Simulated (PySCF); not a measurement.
Excitation energy of Sn by level of theory

Sn [Kr] 4d10 5s2 5p2 (3P) → Sn [Kr] 4d10 5s1 5p2 5d1 (high-spin determinant), as a difference of total energies. All numbers are calculated (PySCF 2.14, scalar relativity through the core potential, in aug-cc-pwCVTZ-PP with ECP28MDF). Correlated levels: valence: 4s2 4p6 4d10 frozen. The calculations carry no spin-orbit coupling.

| method | excitation energy (eV) |
| --- | --- |
| UHF | 9.634 |
| MP2 (valence) | 10.475 |
| SCS-MP2 (valence) | 10.794 |
| CCSD (valence) | 10.538 |
| CCSD(T) (valence) | 10.530 |

**Question.** How much does correlation contribute at CCSD(T) (valence)?

**Answer.** 10.530 − (9.634) = 0.896 eV, measured against UHF.

The upper state lies above the first ionisation limit, but in LS coupling its spin forbids autoionisation to the ground ion; at this Z spin-orbit coupling breaks that rule.

The promoted electron is Rydberg-like, and one or two diffuse shells describe it only roughly, which tends to raise the upper state.

The coupled-cluster amplitudes are large for the upper state (T1 above 0.03 or a double amplitude above 0.15), so a single reference is strained.

The determinant of the upper state mixes LS terms, which raises its energy above the lowest term, most at the Hartree-Fock and MP2 levels.
